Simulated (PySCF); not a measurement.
Compound: C5H10N2O.
SMILES with atom numbers: `[CH2:1]=[N:2][CH2:3][CH2:4][C:5](=[O:6])[NH:7][CH3:8]` (hydrogens: H9, H10 on C1; H11, H12 on C3; H13, H14 on C4; H15 on N7; H16, H17, H18 on C8)

Structure optimised with GFN2-xTB, isolated species.

(1) Give the optimised bond lengths and angles.

## Answers

(1) 
| bond | length (Å) | order |
| --- | --- | --- |
| C1=N2 | 1.251 | double |
| N2–C3 | 1.435 | single |
| C3–C4 | 1.533 | single |
| C4–C5 | 1.528 | single |
| C5=O6 | 1.215 | double |
| C5–N7 | 1.344 | single |
| N7–C8 | 1.441 | single |
| C1–H9 | 1.080 | single |
| C1–H10 | 1.095 | single |
| C3–H11, C3–H12 | 1.098 | single |
| C4–H13, C4–H14 | 1.092 | single |
| N7–H15 | 1.014 | single |
| C8–H16, C8–H17, C8–H18 | 1.091 | single |

Bonds in one row agree within 0.01 Å and their mean is given. Orders are formal, as drawn. A selection of angles:
| angle | degrees |
| --- | --- |
| C1–N2–C3 | 120.9 |
| N2–C3–C4 | 110.5 |
| C3–C4–C5 | 113.8 |
| C4–C5–O6 | 122.2 |
| C4–C5–N7 | 113.7 |
| O6–C5–N7 | 124.1 |
| C5–N7–C8 | 122.7 |
| H15–N7–C5 | 117.8 |
| H15–N7–C8 | 119.1 |

Dihedral angles: C1–N2–C3–C4 -128° (anticlinal); N2–C3–C4–C5 -71° (synclinal); C3–C4–C5–O6 -134° (anticlinal); C4–C5–N7–C8 -178° (antiperiplanar). The mirror-image conformer, all signs reversed, is as good.

The C–N distances run from 1.251 Å (C1=N2, drawn double) to 1.441 Å (N7–C8, drawn single), a spread of 0.190 Å. Of the pairs four or more bonds apart, those above aside, O6···H17 is among the closest relative to their van der Waals radii: 2.35 Å, 87 % of the sum of Bondi's values. N2 (imine nitrogen) is bent (angle 120.9°). H15 on N7 lies 1.96 Å from N2, 5 bonds away (angle at H 137°; Bondi radii sum to 2.75 Å): the geometry of an intramolecular hydrogen bond. N7 (amide nitrogen) is planar (angles 122.7°, 119.1° and 117.8°, sum 359.6°, 0.04 Å off the plane of its three neighbours).

Point group: C1 (no symmetry element, even within 0.4 Å). Not checked by GFN2-xTB frequencies. The numbers are those of one conformer.

These are computed values.
